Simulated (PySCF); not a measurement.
C2H5OS, multiplicity 2. Atoms are numbered in the order given.

```xyz
9

C      1.2025    -0.5600     0.9157
S      0.1493    -0.0866    -0.3867
C     -1.4901    -0.5228     0.3588
O      0.1697     1.4044    -0.6333
H      1.2506    -1.6394     1.1379
H      2.1087     0.0578     1.0184
H     -1.6326     0.1257     1.2427
H     -1.5055    -1.5955     0.6304
H     -2.2419    -0.3022    -0.4219
```
Charge 0, spin multiplicity 2.

Geometry optimised at PBE-D3(BJ)/def2-SVP. The isomer is the one that the SMILES or the coordinates give; other isomers of the formula were not compared.

Level of theory: TDA-B3LYP/def2-SVPD in PySCF.

Vertical excitations. 

| state | energy (eV) | λ (nm) | f | main pairs |
|---|---|---|---|---|
| root 1 | 2.68 | 463 | 0.031 | β HOMO→LUMO 95 % |
| root 2 | 3.49 | 355 | 0.004 | β HOMO−1→LUMO 98 % |
| root 3 | 4.86 | 255 | 0.005 | α HOMO→LUMO+1 77 %, β HOMO→LUMO+2 11 % |
| root 4 | 5.34 | 232 | 0.005 | α HOMO→LUMO 93 % |
| root 5 | 5.57 | 223 | 0.028 | α HOMO→LUMO+2 65 %, β HOMO−2→LUMO 7 % |
| root 6 | 5.69 | 218 | 0.011 | α HOMO→LUMO+1 11 %, β HOMO→LUMO+2 70 % |
| root 7 | 5.87 | 211 | 0.006 | α HOMO→LUMO+3 34 %, β HOMO−2→LUMO 53 % |
| root 8 | 5.89 | 210 | 0.025 | α HOMO→LUMO+3 44 %, α HOMO→LUMO+2 16 %, β HOMO−2→LUMO 33 % |
| root 9 | 6.20 | 200 | 0.011 | β HOMO→LUMO+1 91 % |
| root 10 | 6.38 | 194 | 0.006 | α HOMO−2→LUMO+1 36 %, β HOMO−1→LUMO+2 40 % |
Unrestricted roots are not spin-pure.
